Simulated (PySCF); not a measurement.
BClH, SMILES [BH]Cl, multiplicity 2.

The structure is a stationary point at PBE0-D3(BJ)/def2-TZVPD. The isomer is the one that the SMILES or the coordinates give; other isomers of the formula were not compared.

Method: TDA-PBE/def2-TZVPD (PySCF).

Vertical excitations. The molecule is in vacuum.

| state | energy (eV) | λ (nm) | f | main pairs |
|---|---|---|---|---|
| root 1 | 1.70 | 731 | 0.005 | α HOMO→LUMO 99 % |
| root 2 | 4.69 | 264 | 0.006 | α HOMO→LUMO+1 99 % |
| root 3 | 5.11 | 243 | 0.029 | α HOMO→LUMO+2 99 % |
| root 4 | 5.56 | 223 | 0.000 | α HOMO−1→LUMO 66 %, β HOMO→LUMO+1 29 % |
| root 5 | 5.64 | 220 | 0.028 | α HOMO→LUMO+3 42 %, α HOMO−2→LUMO 27 %, β HOMO→LUMO 23 %, β HOMO−1→LUMO+1 7 % |
| root 6 | 5.70 | 218 | 0.022 | α HOMO→LUMO+3 56 %, α HOMO−2→LUMO 28 %, β HOMO−1→LUMO+1 8 %, β HOMO→LUMO 7 % |
| root 7 | 5.77 | 215 | 0.011 | α HOMO→LUMO+4 99 % |
| root 8 | 6.01 | 206 | 0.012 | α HOMO−2→LUMO 8 %, β HOMO→LUMO 60 %, β HOMO−1→LUMO+1 27 % |
| root 9 | 6.11 | 203 | 0.005 | α HOMO−1→LUMO 29 %, β HOMO→LUMO+1 68 % |
| root 10 | 6.45 | 192 | 0.005 | α HOMO→LUMO+5 99 % |
Unrestricted roots are not spin-pure.
